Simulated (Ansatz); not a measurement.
This geometry of AlF$_{2}$H$_{4}$NO (9 atoms, charge 0, multiplicity 1) is a first-order saddle point.

Theory: RKS r2SCAN-D4/def2-SVP (Ansatz 0.2.0).

```xyz
9
Properties=species:S:1:pos:R:3
Al -0.028 0.219 0.197
N -0.015 0.076 2.067
H -0.760 -0.441 2.535
H 0.852 -0.112 2.571
F 1.425 0.006 -0.584
F -1.427 -0.321 -0.532
O -0.287 2.030 0.680
H -1.098 2.521 0.491
H -0.288 1.498 1.664
```

**Question.** Which two structures does it join? (They come from a converged band through this point; their orientation in space is the band's.)

**Answer.** Bonds broken: O7–H9. Bonds formed: N2–H9.

Initial state:

```xyz
9
Properties=species:S:1:pos:R:3
Al -0.010 0.169 0.299
N 0.018 -0.050 2.105
H -0.722 -0.581 2.562
H 0.888 -0.272 2.586
F 1.416 0.031 -0.550
F -1.445 -0.199 -0.478
O -0.287 2.082 0.626
H -1.138 2.450 0.344
H -0.346 1.847 1.595
```

Final state:

```xyz
9
Properties=species:S:1:pos:R:3
Al -0.199 0.533 0.173
N -0.009 0.138 2.125
H -0.696 -0.550 2.441
H 0.923 -0.211 2.360
F 1.320 0.100 -0.392
F -1.416 -0.538 -0.256
O -0.581 2.194 0.358
H -0.801 2.799 -0.353
H -0.167 1.011 2.634
```

**Question.** How far does it lie above each of them?

**Answer.** 0.038 eV above the first and 0.977 eV above the second. This is the barrier of this one path; another mechanism may lie lower. The orbitals stay closed-shell, which can raise the energy where a bond breaks towards radicals; this wasn't checked here.

The run took 78 s on 4 threads of Arm Neoverse V2 (shared host), peak memory 0.16 GiB.
